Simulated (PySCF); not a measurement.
Molecule: 1,3-cyclopentanedione (SMILES O=C1CCC(=O)C1).

Bonds (- single, = double, # triple, : aromatic): O1=C2, C2-C3, C3-C4, C4-C5, C5=O6, C5-C7, C7-C2. C3 carries H8, H9; C4 carries H10, H11; C7 carries H12, H13.

Frames of a GFN2-xTB Langevin trajectory at 300 K; GIAO PBE0/pcSseg-1 shieldings in PySCF 2.14, gas phase, non-relativistic; equivalent atoms averaged within each frame.

Chemical shifts δ = σref − σ; ¹⁷O (σ = 336.08 ppm) against H2O; ¹³C (σ = 186.93 ppm) and ¹H (σ = 31.72 ppm) against TMS, all at this level. The references are static minima.

Problem. How do the shifts (ppm) fluctuate along the trajectory?

Solution. 
| time (fs) | O1/O6 | C2/C5 | C7 | C3/C4 | H8/H9/H10/H11 | H12/H13 |
| --- | --- | --- | --- | --- | --- | --- |
| optimised geometry | 682.1 | 216.8 | 49.4 | 40.5 | 2.73 | 2.84 |
| 250 | 660.3 | 213.7 | 51.5 | 45.0 | 3.11 | 2.81 |
| 425 | 721.5 | 217.9 | 50.2 | 41.4 | 3.00 | 2.68 |
| 625 | 705.1 | 218.9 | 52.6 | 40.4 | 3.19 | 4.52 |
| 800 | 710.4 | 222.7 | 48.6 | 43.1 | 2.79 | 3.49 |
| 1000 | 655.8 | 209.7 | 60.4 | 41.9 | 3.13 | 2.86 |
| mean of frames | 690.6 | 216.6 | 52.7 | 42.4 | 3.05 | 3.27 |
| standard deviation | 30.4 | 5.0 | 4.6 | 1.8 | 0.16 | 0.76 |

5 frames give an uncertainty of the mean of about the standard deviation over 2.2 at best, since frames this close in time may not be independent; classical motion lacks zero-point vibration, and the reference would need the same averaging.
